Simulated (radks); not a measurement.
Fractional charge and spin in the 5p shell of gold: the spin-up occupation runs from 2 to 3 and the spin-down occupation from 2 to 3; the fullest corner is Au2+, [Kr] 4d10 4f14 5s2 5d(up 4.5, down 4.5) 5p(up 3, down 3). All-electron calculation, scalar-relativistic Kohn-Sham, PBE, spin-polarised, spherical densities, finite nucleus; Fermi nuclear charge, rms radius of each element as measured or else 0.836 A^(1/3) + 0.57 fm. Program: a radial shooting solver on a logarithmic mesh with Libxc functionals. Energy (eV) above the fullest corner. The planes named below are the two flat planes that join the four corners, with an edge along up + down = one added electron.

down \ up        2     2.25      2.5     2.75       3
2          195.035  166.925  139.879  113.883  88.921
2.25       166.925  139.940  114.004   89.102  65.216
2.5        139.879  114.004   89.162   65.336  42.507
2.75       113.883   89.102   65.336   42.567  20.775
3           88.921   65.216   42.507   20.775   0.000

Corners above the fullest one (they belong to Au3+ and the next ion): (up 3, down 2) 88.921 eV, (up 2, down 3) 88.921 eV, (up 2, down 2) 195.04 eV. With half an added electron in each spin the energy lies 0.241 eV from the planes, and with half an added electron in spin up alone -2.100 eV. The planes are only a guide here: the flat-plane condition holds for ground states with one frontier orbital, while this shell lies below other occupied shells, so the corners above the fullest one are inner-hole states and not the ground states of those ions.
